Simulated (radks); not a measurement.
Values are calculated unless marked as measured or tabulated.
Species: Nb V. Configuration: [Ar] 3d10 4s2 4p4 4d1 4f2 (not the ground configuration). Code: a radial shooting solver on a logarithmic mesh with Libxc functionals. Model: scalar-relativistic Kohn-Sham, PBE, spin-polarised, spherical densities, point nucleus; open shells are filled with parallel spins first (spin-orbit coupling, left out, can overturn this in heavy ions).

Local quantities along the radius. ELF = 1/(1 + alpha^2) is the electron localisation function; alpha = (tau - tau_W)/tau_unif compares the Pauli kinetic energy density with that of the uniform gas (summed over spins); r v_xc is r times the local exchange-correlation potential of spin up (hartree bohr); s = |grad rho|/(2 (3 pi^2)^(1/3) rho^(4/3)) is the reduced gradient; 4 pi r^2 rho is in e/bohr. tau is taken from the large components.

r (bohr)	ELF	alpha	r v_xc	s	4 pi r^2 rho
0.001624	1.000	0.02114	-0.1025	0.5891	1.829
0.001875	1.000	0.02130	-0.1100	0.5632	2.358
0.002148	1.000	0.02160	-0.1183	0.5427	2.989
0.002481	1.000	0.02208	-0.1285	0.5248	3.828
0.002842	0.999	0.02272	-0.1395	0.5111	4.817
0.003283	0.999	0.02362	-0.1528	0.4998	6.116
0.003761	0.999	0.02473	-0.1669	0.4920	7.622
0.004343	0.999	0.02624	-0.1837	0.4865	9.564
0.004976	0.999	0.02807	-0.2014	0.4839	11.77
0.005747	0.999	0.03054	-0.2220	0.4839	14.54
0.006584	0.999	0.03354	-0.2432	0.4865	17.60
0.007604	0.999	0.03766	-0.2676	0.4921	21.31
0.008711	0.998	0.04276	-0.2923	0.5003	25.23
0.01006	0.998	0.04997	-0.3201	0.5122	29.75
0.01153	0.997	0.05920	-0.3473	0.5269	34.23
0.01331	0.995	0.07277	-0.3769	0.5464	38.98
0.01525	0.992	0.09097	-0.4047	0.5689	43.22
0.01761	0.986	0.1191	-0.4333	0.5973	47.09
0.02018	0.975	0.1588	-0.4586	0.6283	49.84
0.0233	0.952	0.2234	-0.4823	0.6647	51.46
0.02691	0.904	0.3253	-0.5020	0.7017	51.60
0.03083	0.816	0.4751	-0.5165	0.7310	50.41
0.03561	0.663	0.7126	-0.5276	0.7437	48.14
0.0408	0.494	1.012	-0.5350	0.7212	45.73
0.04712	0.358	1.339	-0.5413	0.6442	43.87
0.05398	0.306	1.506	-0.5531	0.5259	43.68
0.06234	0.334	1.412	-0.5886	0.3938	45.80
0.07142	0.434	1.142	-0.6505	0.3104	49.98
0.08249	0.582	0.8480	-0.7296	0.2864	55.73
0.0945	0.700	0.6550	-0.7987	0.3135	60.76
0.1091	0.766	0.5531	-0.8545	0.3755	63.55
0.125	0.769	0.5488	-0.8846	0.4510	62.35
0.1444	0.696	0.6609	-0.8899	0.5328	56.95
0.1654	0.539	0.9247	-0.8730	0.5824	49.58
0.1911	0.351	1.359	-0.8443	0.5491	42.43
0.2189	0.277	1.614	-0.8372	0.4114	39.01
0.2528	0.346	1.375	-0.9161	0.2556	40.02
0.2896	0.519	0.9626	-1.033	0.2088	43.83
0.3345	0.689	0.6719	-1.136	0.2575	47.33
0.3832	0.767	0.5517	-1.192	0.3519	46.89
0.4426	0.773	0.5417	-1.190	0.4819	41.14
0.5111	0.697	0.6588	-1.127	0.6364	31.58
0.5856	0.515	0.9712	-1.028	0.7809	22.12
0.6763	0.279	1.608	-0.9194	0.8319	14.56
0.7748	0.202	1.990	-0.8583	0.6733	10.73
0.8948	0.320	1.457	-0.9621	0.4605	9.308
1.025	0.565	0.8781	-1.068	0.4381	8.846
1.184	0.696	0.6605	-1.113	0.5609	7.939
1.356	0.655	0.7252	-1.093	0.7410	6.389
1.567	0.474	1.053	-1.017	0.9621	4.461
1.795	0.259	1.693	-0.9211	1.159	2.903
2.073	0.120	2.714	-0.8290	1.282	1.789
2.375	0.069	3.677	-0.7688	1.305	1.175
2.743	0.048	4.436	-0.7253	1.369	0.7899
3.142	0.036	5.178	-0.6641	1.613	0.5352
3.629	0.023	6.507	-0.5703	2.147	0.3220
4.157	0.012	8.937	-0.5031	3.018	0.1726
4.801	0.005	14.30	-0.4731	4.651	0.07341
5.501	0.001	26.03	-0.4241	7.590	0.02603
6.353	0.000	59.92	-0.3139	14.04	0.006444
7.278	0.000	164.0	-0.1976	27.75	0.001242
8.405	0.000	619.5	-0.1029	64.41	0.0001465

On this mesh the ELF has minima near r = 0.054, 0.22, 0.77 bohr, which separate the shells, and maxima near 0.13 (0.77), 0.44 (0.77), 1.2 (0.70).
